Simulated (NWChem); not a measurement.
System meant: C3H8BeO; SMILES C[CH](C)[Be][OH]

Input file for NWChem:

```
start job
memory heap 200 mb stack 900 mb global 1100 mb
geometry units angstroms noautoz
  Be    -0.020216     1.119528    -0.264188
  C      0.004930    -0.575477    -0.423338
  C     -1.252457    -1.252173     0.166063
  C      1.285887    -1.212469     0.159709
  H      0.005594    -0.783773    -1.507459
  H     -1.234123    -2.342248     0.012888
  H     -1.331511    -1.086995     1.249190
  H     -2.177917    -0.875877    -0.287938
  H      2.196961    -0.806352    -0.297729
  H      1.301640    -2.302391     0.005272
  H      1.364279    -1.046115     1.242723
  O     -0.043237     2.534989    -0.195638
  H     -0.021257     3.141418     0.547492
end
basis spherical
  Be library def2-svp
  C library def2-svp
  H library def2-svp
  O library def2-svp
end
dft
  odft
  mult 2
  xc b3lyp
  iterations 150
  mulliken
end
task dft energy
```

End of the output:

```
 ==============================================================================
                                 internuclear angles
 ------------------------------------------------------------------------------
        center 1       |       center 2       |       center 3       |  degrees
 ------------------------------------------------------------------------------
    2 C                |   1 Be               |  12 O                |   177.41
    1 Be               |   2 C                |   3 C                |   112.86
    1 Be               |   2 C                |   4 C                |   112.80
    1 Be               |   2 C                |   5 H                |   106.24
    3 C                |   2 C                |   4 C                |   110.51
    3 C                |   2 C                |   5 H                |   107.01
    4 C                |   2 C                |   5 H                |   107.00
    2 C                |   3 C                |   6 H                |   111.54
    2 C                |   3 C                |   7 H                |   111.65
    2 C                |   3 C                |   8 H                |   112.23
    6 H                |   3 C                |   7 H                |   106.69
    6 H                |   3 C                |   8 H                |   107.22
    7 H                |   3 C                |   8 H                |   107.20
    2 C                |   4 C                |   9 H                |   112.24
    2 C                |   4 C                |  10 H                |   111.54
    2 C                |   4 C                |  11 H                |   111.64
    9 H                |   4 C                |  10 H                |   107.22
    9 H                |   4 C                |  11 H                |   107.20
   10 H                |   4 C                |  11 H                |   106.69
    1 Be               |  12 O                |  13 H                |   131.94
 ------------------------------------------------------------------------------
                            number of included internuclear angles:         20
 ==============================================================================

 Summary of "ao basis" -> "" (spherical)
 ------------------------------------------------------------------------------
       Tag                 Description            Shells   Functions and Types
 ---------------- ------------------------------  ------  ---------------------
 Be                         def2-svp                 5        9   3s2p
 C                          def2-svp                 6       14   3s2p1d
 H                          def2-svp                 3        5   2s1p
 O                          def2-svp                 6       14   3s2p1d

                                 NWChem DFT Module
                                 -----------------

 Summary of "ao basis" -> "ao basis" (spherical)
 ------------------------------------------------------------------------------
       Tag                 Description            Shells   Functions and Types
 ---------------- ------------------------------  ------  ---------------------
 Be                         def2-svp                 5        9   3s2p
 C                          def2-svp                 6       14   3s2p1d
 H                          def2-svp                 3        5   2s1p
 O                          def2-svp                 6       14   3s2p1d

  number of electrons :                   38
  multiplicity        :                    2
 ------------------------------------------------------------------------
  no. of electrons and multiplicity not compatible                  38
 ------------------------------------------------------------------------
 ------------------------------------------------------------------------
  current input line :
    31: task dft energy
 ------------------------------------------------------------------------
 ------------------------------------------------------------------------
 There is an error in the input file
 ------------------------------------------------------------------------
 For more information see the NWChem manual at https://nwchemgit.github.io

0: no. of electrons and multiplicity not compatible:Received an Error in Communication
```

Q: What is wrong, and how is it mended?

A: The input was rejected before any calculation. Cause: the multiplicity doesn't fit the number of electrons (an even count wants an odd multiplicity, and the reverse). This input runs:
```
start job
memory heap 200 mb stack 900 mb global 1100 mb
geometry units angstroms noautoz
  Be    -0.020216     1.119528    -0.264188
  C      0.004930    -0.575477    -0.423338
  C     -1.252457    -1.252173     0.166063
  C      1.285887    -1.212469     0.159709
  H      0.005594    -0.783773    -1.507459
  H     -1.234123    -2.342248     0.012888
  H     -1.331511    -1.086995     1.249190
  H     -2.177917    -0.875877    -0.287938
  H      2.196961    -0.806352    -0.297729
  H      1.301640    -2.302391     0.005272
  H      1.364279    -1.046115     1.242723
  O     -0.043237     2.534989    -0.195638
  H     -0.021257     3.141418     0.547492
end
basis spherical
  Be library def2-svp
  C library def2-svp
  H library def2-svp
  O library def2-svp
end
dft
  xc b3lyp
  iterations 150
  mulliken
end
task dft energy
```
It converges to -209.01644 Ha (B3LYP/def2-SVP).
